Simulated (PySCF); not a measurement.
Radial density of S¹⁵⁺ (sulfur, charge +15)

UHF, 1s1, 2S determinant. All numbers are calculated (PySCF 2.14, the non-relativistic Hamiltonian (point nucleus), in an uncontracted even-tempered set (15 s from 9.6 bohr⁻², ratio 2.2; 7 p from 15 bohr⁻², ratio 2.4; 4 d from 44 bohr⁻², ratio 2.4; 3 f from 67 bohr⁻², ratio 2.4; 3 g from 100 bohr⁻², ratio 2.4)).

| r (bohr) | 4πr²ρ (e/bohr) | 4πr²(ρα − ρβ) |
| --- | --- | --- |
| 0.00166 | 0.04271 | 0.0427 |
| 0.00279 | 0.1166 | 0.1166 |
| 0.00469 | 0.3103 | 0.3103 |
| 0.00789 | 0.7925 | 0.7925 |
| 0.0133 | 1.887 | 1.8873 |
| 0.0223 | 3.997 | 3.9968 |
| 0.0375 | 6.947 | 6.9468 |
| 0.0632 | 8.661 | 8.6605 |
| 0.106 | 6.174 | 6.1739 |
| 0.179 | 1.719 | 1.7191 |
| 0.301 | 0.09841 | 0.0984 |
| 0.506 | 0.0003716 | 0.0004 |
